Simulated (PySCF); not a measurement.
C4H4O3, SMILES C=C1OCOC1=O. Coordinates come from a PBE-D3(BJ)/def2-SVP optimisation. One conformer was computed; it need not be the lowest.

Computed equilibrium geometry at PBE-D3(BJ)/def2-SVP (PySCF confirms it by a frequency run) as a Z-matrix, and its point group (one conformer of several):
point group Cs.
```
C
C 1 1.3463
O 1 1.3638 2 126.13
H 2 1.0978 1 121.96 3 0.00
H 2 1.0978 4 120.33 1 180.00
C 3 1.4276 1 108.10 2 180.00
O 6 1.4127 3 108.24 1 0.00
C 7 1.3833 6 109.47 3 0.00
O 8 1.2036 7 123.74 6 180.00
H 6 1.1132 7 109.79 8 119.41
H 6 1.1132 10 110.10 7 -120.99
```
Charge 0, spin multiplicity 1.
